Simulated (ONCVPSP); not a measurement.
## Scattering properties, ONCV potential for Al (Z = 13)

```json
{
  "Element": "Al",
  "Generator": "ONCVPSP 4.0.1",
  "Type": "optimised norm-conserving Vanderbilt (ONCV)",
  "Functional": "PW91",
  "Relativity": "scalar-relativistic",
  "Frozen core": "[Ne]",
  "Valence charge": "3",
  "Reference configuration": "3s2 3p0.5 (charge +0.5)",
  "Partial waves": "3s: rc 2.05 bohr, ncon 4, nbas 8, qcut 3.7 1/bohr, 2 projectors, debl 3.2 Ha; 3p: rc 2.55 bohr, ncon 5, nbas 10, qcut 3 1/bohr, 2 projectors, debl 3.2 Ha; d scattering state at 0.03 Ha: rc 2.50 bohr, ncon 4, nbas 7, qcut 4 1/bohr, 2 projectors, debl 2.4 Ha",
  "Local potential": "polynomial inside 1.75 bohr (lpopt 5, dvloc0 0 Ha)",
  "Core correction": "Teter function, fcfact 1.75, rcfact 1.2"
}
```

The phase is arctan(r·R′/R) of the radial function R(r), unwrapped; energies in Ha, scanned from -2 to 5 Ha. A pole is an energy at which the radial function vanishes at the test radius. The pseudo phase is shifted by a multiple of π to meet the all-electron one at the reference energy, and phase errors are pseudo minus all-electron; the curves can meet again beyond the range given. Levels narrower than the energy grid can be missing from the lists of poles.

```tsv
channel	radius (bohr)	reference energy (Ha)	poles, all-electron	poles, pseudo	unbroken range about the reference energy with phases within 0.05 rad	phase error 1 Ha above the reference energy (rad)
s	2.08	-0.41	1.11	1.10	below 3.5	-0.001
p	2.58	-0.21	0.64, 4.06	0.63, 4.02	below 1.8	-0.003
d	2.54	0.03	1.07, 4.00	1.08, 4.08	the whole range	+0.001
```

Phases in the d channel:

| E (Ha) | all-electron | pseudo |
| --- | --- | --- |
| -1.98 | 1.321 | 1.321 |
| -1.62 | 1.286 | 1.286 |
| -1.26 | 1.236 | 1.236 |
| -0.90 | 1.152 | 1.152 |
| -0.54 | 0.982 | 0.982 |
| -0.18 | 0.494 | 0.495 |
| 0.18 | -0.699 | -0.699 |
| 0.54 | -1.287 | -1.286 |
| 0.90 | -1.501 | -1.500 |
| 1.26 | -1.640 | -1.639 |
| 1.62 | -1.807 | -1.805 |
| 1.98 | -2.286 | -2.282 |
| 2.34 | -3.954 | -3.954 |
| 2.70 | -4.429 | -4.428 |
| 3.06 | -4.566 | -4.564 |
| 3.42 | -4.637 | -4.634 |
| 3.78 | -4.686 | -4.680 |
| 4.14 | -4.728 | -4.718 |
| 4.50 | -4.770 | -4.753 |
| 4.86 | -4.823 | -4.791 |
